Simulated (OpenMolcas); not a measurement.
## Which level was it?

BSiN2H5: 9 atoms, total charge 0, spin state singlet. SMILES: `N[SiH]1BN1`. Geometry: relaxed at PBE0-D4/def2-TZVP. This is one conformer, not always the lowest.

```jsonl
{"atom": "N", "x (Å)": "-0.6378", "y (Å)": "1.5881", "z (Å)": "0.2182"}
{"atom": "Si", "x (Å)": "0.2589", "y (Å)": "0.1755", "z (Å)": "0.5305"}
{"atom": "B", "x (Å)": "-0.2339", "y (Å)": "-1.6258", "z (Å)": "0.1102"}
{"atom": "N", "x (Å)": "0.6505", "y (Å)": "-0.9716", "z (Å)": "-0.7384"}
{"atom": "H", "x (Å)": "-0.2213", "y (Å)": "2.5033", "z (Å)": "0.2129"}
{"atom": "H", "x (Å)": "-1.5618", "y (Å)": "1.5773", "z (Å)": "-0.1773"}
{"atom": "H", "x (Å)": "1.4412", "y (Å)": "0.6209", "z (Å)": "1.3052"}
{"atom": "H", "x (Å)": "-0.7413", "y (Å)": "-2.7024", "z (Å)": "0.1144"}
{"atom": "H", "x (Å)": "1.1340", "y (Å)": "-1.2116", "z (Å)": "-1.5929"}
```

Orbital energies are those of the mean-field step.

A calculation with OpenMolcas 26.06 gave:

```yaml
total_energy: -426.7727 Eh
dipole_moment: 2.28 D
HOMO_energy: -5.16 eV
LUMO_energy: -0.74 eV
HOMO–LUMO_gap: 4.43 eV
largest_force: 1.097 eV/Å
```

Which of these levels gave the numbers?
A. CCSD(T)/cc-pVDZ
B. B3LYP/6-31G* (Cartesian functions)
C. B3LYP/cc-pVDZ
D. revPBE/cc-pVDZ

D. The others give -426.8981 Eh (B3LYP/cc-pVDZ), -426.8789 Eh (B3LYP/6-31G* (Cartesian functions)), -426.0230 Eh (CCSD(T)/cc-pVDZ).
